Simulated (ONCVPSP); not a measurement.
Potentials for iron compared

Generated with ld1.x 7.5 (TM, RRKJ, ultrasoft, PAW), atompaw 4.2 or ONCVPSP 4.0.1. The cutoff is in Ry: for ld1.x and atompaw files where the sum of valence levels is converged to 10 mRy in a Bessel basis, for ONCV files where the hardest occupied wave has 1 mHa per electron of residual kinetic energy. The error is the largest all-electron minus pseudo excitation energy over each file’s own four to seven test configurations (ionisations up to +4, promotions, holes and added fractions of an electron), all of which were solved. The labels leave out finer settings (local radius, basis sizes, second energies), which also bear on the numbers. Spin-polarised tests are not counted. The rows are a selection from randomly drawn settings: files with unsolved tests, undetermined cutoffs or missed reference levels are left out.

A true bound ghost makes a file unfit for plane-wave use even where its test errors are small: the radial tests pick states by their node count and pass the ghost by.

| potential | cutoff (Ry) | largest error (meV) | bound ghosts |
| --- | --- | --- | --- |
| ONCV, PBEsol, scalar-relativistic, rc 1.30/1.40/1.30 (spd), local smoothed, core correction no, reference 3s2 3p6 3d6 4s1, qcut 11.6/9.5/13.5, projectors 2/2/2 | 126 | +7.2 | none |
| ONCV, PBE, scalar-relativistic, rc 1.35/1.25/1.00/1.15 (spdf), local smoothed, core correction yes, reference 3s2 3p6 3d6 4s2, qcut 10.2/10.3/16.2/11.2, projectors 2/2/2/2 | 188 | -4.1 | none |
| ONCV, PBE, scalar-relativistic, rc 2.25/1.00/1.15 (spd), local smoothed, core correction yes, reference 3p6 3d6 4s2, qcut 2.9/14.1/16.5, projectors 3/3/2 | 171 | -91 | s |
| ONCV, LDA (Perdew-Wang 92), scalar-relativistic, rc 2.65/0.75/0.90/2.40 (spdf), local smoothed, core correction no, reference 3p6 3d6 4s2, qcut 2.3/9.7/11/4, projectors 2/2/2/2 | 510 | -58 | s, f |
| ONCV, revPBE, scalar-relativistic, rc 0.90/1.00/1.10 (spd), local smoothed, core correction yes, reference 3s2 3p6 3d6, qcut 5.6/17.3/11.9, projectors 2/2/2 | 429 | +11 | none |
| ONCV, PBE, scalar-relativistic, rc 1.20/1.30/1.65/1.40 (spdf), local smoothed, core correction yes, reference 3s2 3p6 3d6 4s1.75, qcut 8.7/13.4/9.3/9.2, projectors 2/1/1/2 | 74 | -6.1 | none |

**Question.** Fill in the row for Fe: ONCV, PBE, scalar-relativistic, rc 1.60/1.30/0.95 (spd), local smoothed, core correction yes, reference 3s2 3p6 3d6 4s2, qcut 8.4/12.3/19.8, projectors 2/2/1.

**Answer.** cutoff 245 Ry, largest error -7.8 meV, bound ghosts: none.

**Question.** Fill in the row for Fe: ONCV, PBEsol, scalar-relativistic, rc 1.04/1.04/1.10 (spd), local smoothed, core correction no, reference 3s2 3p6 3d6, qcut 12.9/9/12.7, projectors 3/1/1.

**Answer.** cutoff 137 Ry, largest error -39 meV, bound ghosts: none.
